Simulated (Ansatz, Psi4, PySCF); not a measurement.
H$_{2}$O$_{2}$, charge +1, doublet, geometry from GFN2-xTB (a state made from the parent by changing its charge; the spin is typed, not shown lowest). Base run: PySCF with MP2/def2-SVPD.

The PySCF input:
```python
from pyscf import gto, scf, mp

mol = gto.M(
    atom='''
O    -0.59065691   -0.01900468    0.25930853
O     0.59065691    0.01900468   -0.25930853
H    -1.28947104   -0.03417302   -0.46351846
H     1.28947104    0.03417302    0.46351846
''',
    basis='def2-svpd',
    charge=1,
    spin=1,
    verbose=4,
)

mf = scf.UHF(mol)
mf.kernel()

pt = mp.MP2(mf)
pt.kernel()
print('E(MP2) = %.10f' % pt.e_tot)
```

The same geometry, method and basis name were run in Ansatz (a program for electronic structure) and Psi4 and PySCF, at each program's defaults and at the settings that a row names. The base is PySCF at its defaults. Differences at the defaults can come from grids, fitting, cores and function types together.

```csv
code and settings,ΔE vs base (µEh),basis functions,E (Eh),SCF cycles
"PySCF, defaults (exact integrals, spherical functions, all electrons correlated)",0.0,62,-150.68738,10
"Psi4, defaults (density fitting with its default set, spherical functions, all electrons correlated)",207,62,-150.68717,12
"Ansatz, defaults (factorised integrals, spherical functions, frozen core)",5013,62,-150.68237,-
"PySCF, frozen core",5011,62,-150.68237,10
"Psi4, exact integrals, spherical functions, frozen core",5011,62,-150.68237,12
"Ansatz, high accuracy, frozen core",5011,62,-150.68237,-
```

Open shells are given as the SCF converged; they aren't shown to be the lowest states, and a large step between rows can be another state.
